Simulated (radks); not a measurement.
The numbers below are computed, except where a source is named.
Task: Numerical settings for neutral chromium, [Ar] 3d5 4s1. Code: a radial shooting solver on a logarithmic mesh with Libxc functionals. Model: non-relativistic Kohn-Sham, SCAN, spin-polarised, spherical densities, point nucleus; open shells are filled with parallel spins first; meta-GGA in the generalised Kohn-Sham scheme. The defaults (mesh step 0.008 in ln r, mesh end at 40 bohr or more with all orbitals vanishing there, Anderson mixing 0.5 over 9 steps, residual threshold near 1e-9 with the energy settled to 1e-9 hartree or 1e-11 of itself, here a cap of 95 iterations) give E = -1044.569 hartree and 3d at -3.993 eV in 14 iterations. Run on one thread of a shared host, so times are rough (Intel(R) Xeon(R) 6975P-C): 0.12 s of CPU time, 0.12 s wall, 14 iterations on 2669 mesh points. One setting is changed at a time: mesh step in ln r 0.08; mesh step in ln r 0.2; mesh step in ln r 0.05; mesh end (bohr) 1; mesh end (bohr) 400; residual threshold 1e-05; residual threshold 0.1; mixing 2.5; linear mixing, mixing 0.05; linear mixing, mixing 1; mixing history 2; iteration cap 5. Which runs fail to converge, and which converge to a wrong energy?

Result: Not converged within the cap: mesh step in ln r 0.2; linear mixing, mixing 0.05; linear mixing, mixing 1; iteration cap 5. Settled on a wrong energy, with an occupied level pushed above zero by the early mesh end: mesh end (bohr) 1 (+108 hartree). Apart from these: settings that end as converged yet miss the energy by more than 1 mhartree: mesh step in ln r 0.08 (+0.197 hartree); mesh step in ln r 0.05 (+0.103 hartree).
